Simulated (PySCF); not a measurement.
Bonds (- single, = double, # triple, : aromatic): C1-C2, C2-C3, C3=C4, C4-O5, O5-C6, C6-C7, C6-C2. C1 carries H8, H9, H10; C2 carries H11; C3 carries H12; C4 carries H13; C6 carries H14; C7 carries H15, H16, H17. Stereochemistry as in C[C@@H]1C=CO[C@H]1C.

PySCF 2.14 calculation with shieldings: GIAO PBE0/pcSseg-1 and geometry from GFN2-xTB; non-relativistic, gas phase, single conformer, averaged over atoms made equivalent by symmetry, fast rotation or ring inversion.

Scale: TMS for 13C, 1H; H2O for 17O (reference shieldings calculated alike).

| atoms | nucleus | count | δ (ppm) |
| --- | --- | --- | --- |
| C4 | 13C | 1 | 152.7 |
| C1 | 13C | 1 | 25.2 |
| C7 | 13C | 1 | 24.8 |
| O5 | 17O | 1 | ? |
| H12 | 1H | 1 | 4.87 |
| H14 | 1H | 1 | 4.12 |
| H8/H9/H10 | 1H | 3 | ? |
| H15/H16/H17 | 1H | 3 | 1.25 |
| C6 | 13C | 1 | 86.9 |
| C3 | 13C | 1 | 109.0 |
| H13 | 1H | 1 | 6.26 |
| H11 | 1H | 1 | ? |
| C2 | 13C | 1 | ? |

Complete the table.

Results:


- C2: 49.5 ppm, allylic sp3 CH; a saturated carbon with 3 carbon neighbours and no heteroatom attached
- H11: 2.56 ppm, hydrogen on an allylic sp3 CH; allylic position
- H8/H9/H10: 1.13 ppm, hydrogen on a methyl carbon
- O5: 157.2 ppm, ether oxygen

Shifts are as computed. Against solution values, carbons near 30 ppm lie about +3 ppm off and those near 130 ppm about +5 ppm. Of 1211 compounds with measured shifts, 218 miss one by over three times the rms of a fit or turn the order of signals round; such compounds aren't used in these exercises. Experimental scales use liquid or dissolved standards, which lie at an offset from isolated H2O (liquid H2O: subtract about 36 ppm).
